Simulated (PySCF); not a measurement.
**Xe⁺: excitation energy**

Xe⁺ [Kr] 4d10 5s2 5p5 (2P) → Xe⁺ [Kr] 4d10 5s2 5p4 6s1 (4P), as a difference of total energies. Calculation: PySCF 2.14, in x2c-QZVPPall with one added diffuse shell each of s, p, d, f type (14s10p8d5f1g, 128 functions); the spin-free X2C one-electron Hamiltonian (Gaussian nucleus). Correlated levels: valence: [Kr] 4d10 frozen; valence and next inner shell: [Ar] 3d10 frozen. The calculations carry no spin-orbit coupling.

```json
{"method": "UHF", "excitation energy (cm⁻¹)": "90139", "error (cm⁻¹)": "-1430"}
{"method": "LDA", "excitation energy (cm⁻¹)": "93838", "error (cm⁻¹)": "+2268"}
{"method": "PBE", "excitation energy (cm⁻¹)": "92283", "error (cm⁻¹)": "+713"}
{"method": "PBE0", "excitation energy (cm⁻¹)": "93709", "error (cm⁻¹)": "+2140"}
{"method": "r2SCAN", "excitation energy (cm⁻¹)": "95411", "error (cm⁻¹)": "+3841"}
{"method": "B3LYP", "excitation energy (cm⁻¹)": "93923", "error (cm⁻¹)": "+2353"}
{"method": "BP86", "excitation energy (cm⁻¹)": "93100", "error (cm⁻¹)": "+1530"}
{"method": "r2SCAN0", "excitation energy (cm⁻¹)": "95475", "error (cm⁻¹)": "+3906"}
{"method": "MP2 (valence)", "excitation energy (cm⁻¹)": "93320", "error (cm⁻¹)": "+1751"}
{"method": "SCS-MP2 (valence)", "excitation energy (cm⁻¹)": "94569", "error (cm⁻¹)": "+2999"}
{"method": "MP2 (valence and next inner shell)", "excitation energy (cm⁻¹)": "93907", "error (cm⁻¹)": "+2338"}
{"method": "SCS-MP2 (valence and next inner shell)", "excitation energy (cm⁻¹)": "94883", "error (cm⁻¹)": "+3314"}
```

Reference: 91570 cm⁻¹ (measured; NIST levels, between the centres of gravity of the two terms).

Errors of the correlated levels include the incompleteness of this basis and the frozen core.

The promoted electron is Rydberg-like, and one or two diffuse shells describe it only roughly, which tends to raise the upper state.
